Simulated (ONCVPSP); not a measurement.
**Configuration tests for O (ONCV)**

| Property | Result |
| --- | --- |
| Element | oxygen |
| Generator | ONCVPSP 4.0.1 |
| Type | optimised norm-conserving Vanderbilt (ONCV) |
| Functional | PBE |
| Relativity | scalar-relativistic |
| Frozen core | [He] |
| Valence charge | 6 |
| Reference configuration | 2s1.5 2p4.5 |
| Partial waves | 2s: rc 0.80 bohr, ncon 3, nbas 6, qcut 9.3 1/bohr, 2 projectors, debl 3.9 Ha; 2p: rc 2.15 bohr, ncon 4, nbas 7, qcut 7.1 1/bohr, 1 projector; d scattering state at 0.16 Ha: rc 1.95 bohr, ncon 3, nbas 6, qcut 4.6 1/bohr, 3 projectors, debl 1.1 Ha |
| Local potential | polynomial inside 0.50 bohr (lpopt 3, dvloc0 0 Ha) |
| Core correction | none |

Energies are relative to the spin-unpolarised reference configuration 2s1.5 2p4.5; without spin polarisation the order of configurations can differ from experiment.

Question: Give the all-electron excitation energy and the error of the potential for: 2s2 2p4; 2s2 2p3; 2s2 2p2; 2s2 2p0.

Answer:

```json
{"valence configuration": "2s2 2p4", "charge": "0", "ΔE all-electron (eV)": "-7.470", "error AE − PS (meV)": "-6.2"}
{"valence configuration": "2s2 2p3", "charge": "+1", "ΔE all-electron (eV)": "8.960", "error AE − PS (meV)": "+206"}
{"valence configuration": "2s2 2p2", "charge": "+2", "ΔE all-electron (eV)": "42.546", "error AE − PS (meV)": "+1102"}
{"valence configuration": "2s2 2p0", "charge": "+4", "ΔE all-electron (eV)": "173.319", "error AE − PS (meV)": "+8789"}
```
